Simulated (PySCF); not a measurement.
Diatomics of O with the second period

MP2 with triple-zeta basis sets in PySCF, for the lowest determinant that a PBE0 search found; no spin–orbit coupling. De refers to high-spin ground-configuration atoms.

```tsv
M	basis	reference, frozen orbitals	state (unpaired electrons)	Re (Å)	ωe (cm⁻¹)	De (eV)
Li	x2c-TZVPPall	UHF, 1	doublet (π ↑)	1.695	821	3.42
Be	x2c-TZVPPall	RHF, 1	singlet (closed shell)	1.355	1383	4.91
B	x2c-TZVPPall	UHF, 2	doublet (σ ↑)	1.212	1905	8.81
C	def2-TZVPP	RHF, 2	singlet (closed shell)	1.137	2123	11.51
O	def2-TZVPP	UHF, 2	triplet (π ↑↑)	1.223	1464	5.46
```

Q: By what factor does the harmonic wavenumber vary along the series?

A: At MP2 it runs from 821 cm⁻¹ (LiO) to 2123 cm⁻¹ (CO), a factor of 2.59.

The rows differ in basis set, which adds steps of its own.

The state changes along the series, so neighbouring rows are not always alike in their bonding.

Correlated steps freeze the inner cores (1 to 2 orbitals); shallow outer-core shells are correlated. Where the molecule has an RHF reference, its open-shell atoms are computed with UHF. States were picked by a PBE0 search and need not be the measured ground states.
